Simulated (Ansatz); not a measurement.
Program: Ansatz. Geometries: PBE0-D4/def2-TZVP. ΔE: electronic, gas phase. CCSD(T)/CBS adds triple-zeta CCSD(T) − MP2 to the extrapolated MP2 energy (def2 sets, frozen cores). This one scheme is used for every species. Functionals use def2-TZVPP. B3LYP here is the variant with VWN-RPA as its local correlation; programs differ in this. One conformer a species, not always the lowest.

`C[SiH](F)[SiH2]O` + `N[SiH2]N` → `N[SiH2]N[SiH2]O` + `C[SiH2]F`  (cleavage of the Si–Si bond)

| level | ΔE (kcal/mol) |
| --- | --- |
| PBE-D4 | -17.6 |
| B3LYP-D4 | -21.7 |
| SCS-MP2/def2-TZVPP | -25.4 |
| CCSD/def2-TZVPP | -23.9 |
| CCSD(T)/def2-TZVPP | -23.6 |
| HF/def2-QZVPP | -26.2 |
| SCS-MP2/def2-QZVPP | -25.2 |
| CCSD/CBS(def2) | -23.4 |

(1) What does CCSD(T)/CBS give? (An estimate is asked.)

Largest T1 diagnostic among the species: 0.012.

## Answers

(1) Computed: -23.2 kcal/mol. The listed levels differ from it by 5.6, 1.5, -2.2, -0.7, -0.4, -3.0, -2.0, -0.2 kcal/mol.

From PBE to PBE0 (25 % exact exchange), in def2-TZVPP and without D4, ΔE moves by −1.9 kcal/mol.
